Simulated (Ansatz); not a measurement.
Species: TeCl$_{4}$ (charge 0, singlet). 
Coordinates optimised at B3LYP-D3(BJ)/def2-TZVP (Ansatz, a first-principles code):
SMILES: Cl[Te](Cl)(Cl)Cl
```xyz
5

Te     0.0061     0.0048     0.4213
Cl     1.0794    -1.4200    -1.0697
Cl     1.9502     1.5170     0.3800
Cl    -1.1105     1.3954    -1.0702
Cl    -1.9378    -1.5072     0.4713
```

Property: vertical ionisation energy (to the doublet state of charge +1; each state is the SCF solution reached for its spin; the UHF <S^2> is 0.91 for the doublet (pure: 0.75)), in eV. Correlated levels leave the core frozen unless marked. UHF or UKS for open shells. No spin-orbit coupling. The frozen core is the preceding noble-gas configuration, with the filled d and f shells of earlier blocks. Past Kr the def2 sets carry scalar-relativistic core potentials. CBS(X,Y): correlation extrapolated as X^-3; Hartree-Fock from the larger set. The bracket is a focal-point correction in the basis named.

| level | program | vertical ionisation energy (eV) |
|---|---|---|
| HF/def2-SVPD | Ansatz | 9.67 |
| HF/def2-QZVPPD | Ansatz | 9.46 |

Problem. Estimate the value at RI-MP2/CBS(def2-TZVPPD,def2-QZVPPD)+[CCSD(T)-MP2]/def2-TZVPPD as computed with Ansatz.

Solution. 10.43 eV, so HF/def2-QZVPPD differs from it by -0.97 eV.
